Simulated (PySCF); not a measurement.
**UHF on Hf²⁺ (hafnium, charge +2)**

Configuration: [Xe] 4f14 5d2, high-spin 3F determinant. Calculation: PySCF 2.14, in aug-cc-pVTZ-PP with one added diffuse shell each of s, p, d, f, g type with ECP60MDF (7s7p6d4f3g, 113 functions); a scalar-relativistic core potential.

```
Total energy             : -47.252325 hartree
One-electron energy      : -73.2050 hartree
Hartree (Coulomb) energy : 31.0925 hartree
Exchange energy          : -5.1398 hartree
⟨S²⟩                     : 2.0041
⟨L²⟩                     : 12.046
Sum of ⟨r⟩               : 14.81 bohr
Sum of ⟨r²⟩              : 25.91 bohr²
```

```
shell  electrons  mean orbital energy (eV)  rms radius, mean of both spins (bohr)
 5s α          1                   -94.871                                   1.23
 5s β          1                   -93.169                                   1.23
 5p α          3                   -59.322                                   1.45
 5p β          3                   -56.519                                   1.45
 5d α          2                   -22.014                                   2.27
```

Energies and moments cover only the electrons outside the core potential. Spin-orbit coupling, absent here, splits the open shell strongly.
